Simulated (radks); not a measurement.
The numbers below are computed, except where a source is named.
Excited configurations of Ne+: one electron is placed in a higher orbital outside [He] 2s2 2p4. The ground configuration is [He] 2s2 2p5. Code: a radial shooting solver on a logarithmic mesh with Libxc functionals. Model: Dirac Kohn-Sham, PBE, spin-unpolarised, spherical densities, finite nucleus; open shells fill j = l - 1/2 first; Fermi nuclear charge, rms radius 3.0055 fm. Excitation = E - E(ground); binding = E(ion) - E, where the ion is the core of charge +2; n* = 2/sqrt(2 binding) in atomic units, and the quantum defect is n - n*.

\begin{tabular}{lrrrrrr}
outer orbital & excitation (eV) & binding (eV) & n* & quantum defect & eigenvalue (eV) & <r> (bohr) \\ \hline
3s1/2 & 29.635 & 13.582 & 2.002 & 0.998 & -10.333 & 3.088 \\
4f5/2 & 39.780 & 3.437 & 3.979 & 0.021 & -2.478 & 8.956 \\
5s1/2 & 39.606 & 3.611 & 3.882 & 1.118 & -2.897 & 11.65 \\
5p1/2 & 40.102 & 3.115 & 4.180 & 0.820 & -2.482 & 13.08 \\
5d3/2 & 40.755 & 2.462 & 4.701 & 0.299 & -1.937 & 15.69 \\
6s1/2 & 40.871 & 2.346 & 4.816 & 1.184 & -1.908 & 18.05 \\
7f5/2 & 42.004 & 1.214 & 6.696 & 0.304 & -0.983 & 32.33 \\
\end{tabular}

The Delta-SCF ionisation energy is 43.217 eV (NIST Atomic Spectra Database: 40.963 eV, measured). Self-interaction in the functional shifts the binding energies and quantum defects, so they are the method's values and not measured ones. Spin polarisation and multiplet splitting are left out, so open shells lie too high by an amount that depends on their filling.

Beside tabulated values, note that spin-unpolarised runs miss the spin-polarisation part of the exchange energy of open shells.
